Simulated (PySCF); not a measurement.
**C₆ coefficients of unlike pairs at UHF**

Calculated with PySCF 2.14 from the dipole response of each species, C₆(A,B) = (3/π) ∫ α_A(iu) α_B(iu) du, in atomic units, from isotropic polarisabilities. For ions this is the dispersion term alone; charge-induced terms of lower order in 1/R come first.

| species | configuration | basis | relativity | α (bohr³) | C₆ (like pair) |
| --- | --- | --- | --- | --- | --- |
| Cs | [Xe] 6s1 (2S) | aug-cc-pVDZ-X2C (8s7p5d) | spin-free X2C | 647.7 | 13610 |
| Nb(3+) | [Kr] 4d2 (3F) | aug-cc-pVTZ-PP with one added diffuse shell each of s, p, d, f, g type with ECP28MDF (7s7p6d4f3g) | core potential | 5.640 | 24.24 |
| Ti | [Ar] 3d2 4s2 (3F) | aug-cc-pVQZ-DK (9s8p6d4f3g2h) | spin-free X2C | 146.4 | 1695 |
| Ag+ | [Kr] 4d10 (1S) | aug-cc-pwCVDZ-PP with ECP28MDF (6s6p5d3f) | core potential | 7.804 | 43.24 |

Question: Estimate C₆ for Ag+ with Ti.

Answer: The integral gives 182.5. The combination rule 2 C_A C_B / (C_A α_B/α_A + C_B α_A/α_B) gives 162.6 and the geometric mean 270.7.

No spin-orbit coupling is included.

The other pairs:

| pair | C₆ |
| --- | --- |
| Ag+, Nb(3+) | 32.33 |
| Nb(3+), Cs | 255.0 |
| Ti, Nb(3+) | 134.8 |
| Ag+, Cs | 348.0 |
| Ti, Cs | 4296 |
